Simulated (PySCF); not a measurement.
Level of theory: PySCF with TPSSh-D3(BJ)/def2-TZVP // PBE0-D3(BJ)/def2-TZVP. All species are isolated molecules in the gas phase. One relaxed conformer stands for a flexible species; it need not be the lowest. Delta-SCF ions had no search for a lower state. 

Reference species (SMILES): `[AlH3]` (neutral, multiplicity 1).

| Item | Value |
|---|---|
| HOMO–LUMO gap | 6.03 eV |
| LUMO | -2.01 eV |
| vertical ionisation energy (Delta-SCF) | 11.11 eV |

After one change: the HOMO–LUMO gap goes up by 0.09 eV; the LUMO goes up by 1.03 eV; the vertical ionisation energy (Delta-SCF) drops by 1.71 eV.

Which change was made? The new species is one of these.
(A) `[AlH2][SH]`
(B) `[SH][Al]([SH])[SH]`
(C) `[SH][AlH][SH]` (H–S–Al–S torsion 0°, S–Al–S–H torsion 0°)

B, `[SH][Al]([SH])[SH]`
